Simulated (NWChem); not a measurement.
System: CH₃CdI; SMILES [Cd]([I])[CH3]

Parts of the log:

```
             Northwest Computational Chemistry Package (NWChem) 7.3.0
             --------------------------------------------------------

                             Geometry "geometry" -> ""
                             -------------------------

 Output coordinates in angstroms (scale by  1.889725989 to convert to a.u.)

  No.       Tag          Charge          X              Y              Z
 ---- ---------------- ---------- -------------- -------------- --------------
    1 Cd                  48.0000    -0.32809200    -0.97835700    -0.00016000
    2 I                   53.0000     0.34086900     1.54743100     0.00044900
    3 C                    6.0000    -0.86732200    -3.01780500    -0.00064900
    4 H                    1.0000    -1.26943200    -3.29780000    -0.98464100
    5 H                    1.0000    -1.63298200    -3.20202600     0.76627700
    6 H                    1.0000     0.01458500    -3.63702600     0.21626200

 Effective nuclear repulsion energy (a.u.)     677.1720100788

                                 NWChem DFT Module
                                 -----------------

 Summary of "ao basis" -> "ao basis" (spherical)
 ------------------------------------------------------------------------------
       Tag                 Description            Shells   Functions and Types
 ---------------- ------------------------------  ------  ---------------------
 Cd                        def2-svpd                12       34   5s4p2d1f
 I                         def2-svpd                13       35   5s5p3d
 C                         def2-svpd                 8       20   4s2p2d
 H                         def2-svpd                 4        8   2s2p

            General Information
            -------------------
          SCF calculation type: DFT
          Wavefunction type:  closed shell.
          No. of atoms     :     6
          No. of electrons :    54
           Alpha electrons :    27
            Beta electrons :    27
          Charge           :     0
          Spin multiplicity:     1
          Use of symmetry is: off; symmetry adaption is: off
          Maximum number of iterations: 150
          AO basis - number of functions:   113
                     number of shells:    45
          Convergence on energy requested:  1.00D-06
          Convergence on density requested:  1.00D-05
          Convergence on gradient requested:  5.00D-04

[...]

                                NWChem TDDFT Module
                                -------------------

            General Information
            -------------------
           No. of orbitals :     226
            Alpha orbitals :     113
             Beta orbitals :     113
        Alpha frozen cores :       0
         Beta frozen cores :       0
     Alpha frozen virtuals :       0
      Beta frozen virtuals :       0
         Spin multiplicity :       1
    Number of AO functions :     113
        Use of symmetry is : off
      Symmetry adaption is : off
         Schwarz screening :  0.10D-07

              XC Information
              --------------
              Hartree-Fock (Exact) Exchange   1.00
            CAM-Becke88 Exchange Functional   1.00
               VWN V Correlation Functional   0.19 local
       Lee-Yang-Parr Correlation Functional   0.81
           Alpha           :  0.19
           Beta            :  0.46
           Gamma           :  0.33

             TDDFT Information
             -----------------
          Calculation type : Tamm-Dancoff TDDFT
         Wavefunction type : Restricted singlets
          No. of electrons :      54
           Alpha electrons :      27
            Beta electrons :      27
              No. of roots :       6
          Max subspacesize :    5200
            Max iterations :     100
               Target root :       1
           Target symmetry : none
      Symmetry restriction : off
                 Algorithm : Optimal
        Davidson threshold :  0.10D-03

    6 smallest eigenvalue differences (eV)
--------------------------------------------------------
  No. Spin  Occ  Vir  Irrep   E(Occ)    E(Vir)   E(Diff)
--------------------------------------------------------
    1    1   27   28 a        -0.314    -0.009     8.297
    2    1   26   28 a        -0.314    -0.009     8.297
    3    1   27   29 a        -0.314     0.009     8.775
    4    1   26   29 a        -0.314     0.009     8.775
    5    1   27   30 a        -0.314     0.009     8.776
    6    1   26   30 a        -0.314     0.009     8.776
--------------------------------------------------------

  Entering Davidson iterations
  Restricted singlet excited states

  Iter   NTrls   NConv    DeltaV     DeltaE      Time
  ----  ------  ------  ---------  ---------  ---------
    1      6       0     0.93E-01   0.10+100       49.8
    2     12       0     0.52E-01   0.26E-01       48.1
    3     18       0     0.30E-01   0.62E-02       39.7
    4     24       0     0.13E-01   0.13E-02       42.2
    5     30       1     0.91E-02   0.31E-03       47.9
    6     35       3     0.40E-02   0.93E-04       28.1
    7     38       3     0.23E-02   0.22E-04       31.5
    8     41       5     0.86E-03   0.40E-05       26.2
    9     42       5     0.24E-03   0.38E-06       25.2
   10     43       6     0.80E-04   0.36E-07       26.7
  ----  ------  ------  ---------  ---------  ---------
  Convergence criterion met

  Ground state a        -505.306039383981 a.u.

  ----------------------------------------------------------------------------
  Root   1 singlet a              0.190768295 a.u.                5.1911 eV
  ----------------------------------------------------------------------------
     Transition Moments    X -0.42179   Y  0.11166   Z -0.15361
     Dipole Oscillator Strength                    0.0272125729
     Electric Quadrupole                           0.0000000767
     Magnetic Dipole                               0.0000001605
     Total Oscillator Strength                     0.0272128101

[...]
```

Level: CAM-B3LYP/def2-SVPD with def2 effective core potentials on Cd, I, TDA. Structure relaxed at the PBE0/def2-SVP level. Not confirmed as a minimum by frequencies. def2 effective core potentials on Cd, I; no spin-orbit coupling.

### Question
Reconstruct the input file.

### Answer
One answer among several that fit: the input that was run:
```
start job
memory heap 200 mb stack 900 mb global 1100 mb
geometry units angstroms noautosym nocenter noautoz
  Cd    -0.328092    -0.978357    -0.000160
  I      0.340869     1.547431     0.000449
  C     -0.867322    -3.017805    -0.000649
  H     -1.269432    -3.297800    -0.984641
  H     -1.632982    -3.202026     0.766277
  H      0.014585    -3.637026     0.216262
end
basis spherical
  * library def2-svpd
end
ecp
  Cd library def2-ecp
  I library def2-ecp
end
dft
  xc xcamb88 1.00 lyp 0.81 vwn_5 0.19 hfexch 1.00
  cam 0.33 cam_alpha 0.19 cam_beta 0.46
  iterations 150
end
tddft
  cis
  nroots 6
  notriplet
end
task tddft energy
```
